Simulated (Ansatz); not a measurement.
Geometry optimisation, DFT PBE-D3(BJ), scalar-relativistic, plane waves, PAW (Ansatz 0.2.0).

Input:

```yaml
crystal:
  lattice:
    - [6.240251, 0.0, 0.0]
    - [0.0, 6.240251, 0.0]
    - [0.0, 0.0, 6.240251]
  atoms:
    - { symbol: H, position: [0.8102138, 0.8111899, 0.6042841] }
    - { symbol: H, position: [0.8340996, 0.8111901, 0.7199749] }
    - { symbol: H, position: [0.1579328, 0.25427, 0.7295069] }
    - { symbol: H, position: [0.2039716, 0.3536241, 0.7738248] }
    - { symbol: H, position: [0.4453198, 1.0343893, 0.6131804] }
    - { symbol: H, position: [0.4273793, 0.9241316, 0.5747582] }
    - { symbol: Cl, position: [0.7617382, 0.7166273, 0.1429029] }
    - { symbol: H, position: [0.9460549, 0.6323762, 0.174555] }
    - { symbol: Cl, position: [0.7427184, 0.3827591, 0.5139582] }
    - { symbol: H, position: [0.63202, 0.3598867, 0.342799] }
    - { symbol: Cl, position: [0.2323602, -0.0919188, 0.1628885] }
    - { symbol: H, position: [0.2626443, 0.1000442, 0.0972699] }
basis:
  ecutwfc: 420.0
kpoints:
  mp_grid: { grid: [1, 1, 1] }
hamiltonian:
  xc: pbe
  dispersion: d3bj
scf:
  occupations: { method: fermi_dirac, width: 0.02 }
  lower_state_search: "off"
relax:
  f_tol: 0.3
  max_steps: 15
  adjacent_minimum: "off"
```

Command:

```bash
$ ansatz run input.yaml --threads 1 --pin off --max-ram 3072MiB --backend cpu --events-out ev --progress --plain --runs-dir out
```

Where does it end, and by what steps?

The run converged. The threshold is loose, so the end isn't yet a minimum. The force dipped under the threshold on the way, but the program's further checks kept it going. Limits of this set-up: coarse k mesh. After 13 steps the energy has fallen by 1.051 eV; H10 moved furthest, 1.30 Å.

```
step  energy less start (eV)  largest force component (eV/Å)  accepted
   0                  0.0000                           0.719       yes
   1                 -0.2112                           0.276       yes
   2                 -0.3402                           0.809       yes
   3                 -0.4513                           0.567       yes
   4                 -0.5532                           0.847       yes
   5                 -0.6544                           0.770       yes
   6                 -0.7563                           0.546       yes
   7                 -0.7976                           1.285       yes
   8                 -0.9235                           0.607       yes
   9                 -0.9786                           0.379       yes
  10                 -0.9979                           0.809       yes
  11                 -0.9961                           0.751        no
  12                 -1.0329                           0.381       yes
  13                 -1.0514                           0.222       yes
```

```xyz
12
Lattice="6.2403 0.0000 0.0000 0.0000 6.2403 0.0000 0.0000 0.0000 6.2403" Properties=species:S:1:pos:R:3
H 4.856 5.019 3.742
H 4.864 4.729 4.449
H 1.010 2.186 4.104
H 1.771 2.251 4.105
H 2.145 6.146 3.866
H 1.647 5.602 4.040
Cl 4.946 4.254 1.020
H 6.158 4.771 1.045
Cl 4.583 1.863 3.993
H 4.676 2.780 3.066
Cl 1.778 -0.179 0.946
H 1.857 -0.180 -0.367
```

Whether the end is a true minimum wasn't checked by a vibrational analysis.

The run took 22 s on 1 CPU thread of a shared host.
